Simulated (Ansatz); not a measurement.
A geometry relaxed with B3LYP-D3(BJ)/def2-TZVP (Ansatz, a program for electronic structure), charge 0, multiplicity 1:

```xyz
6

H      1.7132    -1.0626    -0.0056
H     -1.5876    -1.2410     0.0590
O      1.5080    -0.1280    -0.0244
O     -1.4851    -0.2899     0.0341
Al    -0.0317     0.5827    -0.0138
H     -0.1168     2.1388    -0.0492
```

Write the SMILES of this molecule.

`[OH][AlH][OH]`
